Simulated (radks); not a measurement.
Question: Species: the scandium ion Sc+. Configuration: [Ar] 4s1 5s1 (not the ground configuration). All-electron calculation, Dirac Kohn-Sham, OLYP, spin-unpolarised, spherical densities, finite nucleus; Fermi nuclear charge, rms radius 3.5459 fm. Program: a radial shooting solver on a logarithmic mesh with Libxc functionals.

Spin-orbit splittings of the eigenvalues, e(l+1/2) - e(l-1/2), with zeta = 2 splitting/(2l+1) and mean radii in bohr:

| shell | occ. | splitting (eV) | zeta (eV) | <r> j=l-1/2 | <r> j=l+1/2 |
|---|---|---|---|---|---|
| 2p | 6 | 4.643 | 3.095 | 0.3055 | 0.3081 |
| 3p | 6 | 0.5333 | 0.3556 | 1.130 | 1.137 |
| 4p | 0 | ? | ? | 3.605 | 3.624 |

Estimate the 4p splitting.

Answer: 0.05672 eV (zeta = 0.03781 eV).
